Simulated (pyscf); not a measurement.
Structures and frequencies: ωB97X-D3(BJ)/def2-SVP in PySCF. MP2 and CC: frozen core, UHF for open shells. ΔMP2 is the change of the MP2 total energy from the triple- to the quadruple-zeta basis.

Q: For •O–SiH₂–SiH₃ → HO–SiH₂–SiH₂•, a hydrogen shift (doublet surface; H–Si broken, H–O formed), PBE/def2-TZVP gives ΔE‡ = 68.9 kJ/mol and ΔE = -89.2 kJ/mol (zero: the reactant's lowest minimum found). In which direction and how far do r²SCAN/def2-TZVP, PBE0-D3(BJ)/def2-TZVP, CCSD(T)/def2-TZVPP + ΔMP2(QZVPP) move these?

A: r²SCAN: ΔE‡ = 78.5 kJ/mol, ΔE = -93.7 kJ/mol; PBE0-D3(BJ): ΔE‡ = 77.4 kJ/mol, ΔE = -103.2 kJ/mol; CCSD(T): ΔE‡ = 82.6 kJ/mol, ΔE = -115.1 kJ/mol. PBE's barrier lies under all of them, by 8.5 to 13.7 kJ/mol. Its reaction energy lies over all of them, by 4.5 to 25.9 kJ/mol. Low barriers are usual for a GGA, whose delocalisation error favours stretched bonds. •O–SiH₂–SiH₃ lies 192.6 kJ/mol over its isomer •H₂Si–O–SiH₃ (electronic energy, ωB97M-D3(BJ)/def2-TZVP). HO–SiH₂–SiH₂• lies 93.2 kJ/mol over its isomer •H₂Si–O–SiH₃ (electronic energy, ωB97M-D3(BJ)/def2-TZVP). This is the saddle that the search found; another between the same sides may lie lower. The CCSD(T) − MP2 part came from Ansatz, without density fitting, on the same reference.
